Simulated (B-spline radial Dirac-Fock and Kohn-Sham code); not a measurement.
ΔSCF core binding energies without Breit or QED terms, calculated with a radial atomic solver.

A sound run for calcium as Ca⁶⁺, configuration [Ne] 3s2 3p2: The ground state converged in 9 iterations, with total energy -667.82204 Ha, virial ratio 1.99117 and highest orbital energy -125.29 eV. ΔSCF binding energies: K (1s) 4172.6 eV, L3 (2p3/2) 469.7 eV. Holes are computed only in closed shells, and unreliable hole states are left out.

A second run, with one unsound setting: The ground state had not converged after 3 iterations, with total energy -667.79981 Ha, virial ratio 1.98368 and highest orbital energy -124.74 eV. ΔSCF binding energies: K (1s) 4173.8 eV, L3 (2p3/2) 470.0 eV (not all states converged, so these are not final). Holes are computed only in closed shells, and unreliable hole states are left out.

```
iter   energy (Ha)        error
   1     -664.12291994  8.67e-01
   2     -667.68795223  2.30e-01
   3     -667.79981021  9.29e-02
```

Question: Which fault fits the second run best?
A. functional not served
B. too few iterations
C. too few quadrature points
D. box too small

Answer: B. The input had maxit = 3: maxit ends the run before self-consistency.
